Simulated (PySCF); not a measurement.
Gas-phase reaction: 3 SnF2 + 6 FO = 3 SnF4 + 2 O3

Computed with PySCF and rigid-rotor harmonic-oscillator thermochemistry at 1 bar. † marks an energy on the PBE0/def2-TZVP geometry and frequencies; other levels use their own. CCSD(T) freezes the core. Open shells (unrestricted): FO (multiplicity 2); the rest are closed-shell singlets. Spin-orbit splitting is ignored; it lowers the true energy and changes the entropy of FO. Sn: scalar-relativistic def2 core potential, no spin-orbit coupling. CCSD(T) isn't extrapolated to the basis-set limit. Strong static correlation: O3. Warning, large T1 diagnostic: O3 (CCSD(T)/def2-SVP†).

| level | ΔH°(298 K), kJ |
|---|---|
| CCSD(T)/def2-SVP† | … |
| M06-2X/def2-TZVP† | -1973 |
| PBE/def2-SVP | … |
| PBE/def2-TZVP† | -1856 |
| PBE0/def2-QZVP† | … |
| PBE0/def2-SVP† | -1711 |
| PBE0/def2-TZVP | -1822 |
| ωB97X-V/def2-TZVP† | … |

**Question.** Fill in the missing entries.

**Answer.** 
- CCSD(T)/def2-SVP†, ΔH°(298 K), kJ: -1880
- PBE/def2-SVP, ΔH°(298 K), kJ: -1793
- PBE0/def2-QZVP†, ΔH°(298 K), kJ: -1852
- ωB97X-V/def2-TZVP†, ΔH°(298 K), kJ: -1864
